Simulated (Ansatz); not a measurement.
A structure relaxed at PBE-D4/def2-SVP in Ansatz, charge 0, singlet:

Cartesian coordinates in Å:
```
Ta -1.259 -1.086 0.803
Ta 0.763 0.648 -0.477
O 0.340 2.094 -1.638
O -1.974 -2.523 1.901
O -0.196 0.664 1.127
O -3.027 -1.756 1.255
O 2.646 0.487 -0.268
O -0.106 -0.950 -0.913
H -0.472 2.498 -1.991
H 3.285 -0.075 0.201
```

**Question.** Give its formula.

**Answer.** Ta₂O₆H₂.

**Question.** Summarise the bond lengths by kind (pairs closer than 1.2 times the sum of covalent radii, bridged metal pairs left out).

**Answer.** 8 × O–Ta 1.87 to 2.07 Å; 1 × O–O 1.45 Å; 2 × H–O 0.97 Å.

In the def2 sets Ta takes a core potential; there is no spin–orbit coupling. The structure holds one bond between oxygen atoms, so isomers without such links may lie far lower. The restricted singlet is unstable towards broken spin symmetry in Hartree–Fock (as tested in another run); at PBE-D4/def2-SVP this wasn't settled. The relaxation made no stability test and no search for a lower SCF solution. No other spin state of charge 0 was run. Another isomer (singlet) lies 1.67 eV lower at PBE0-D4/def2-TZVP; other spin states weren't run for this one.
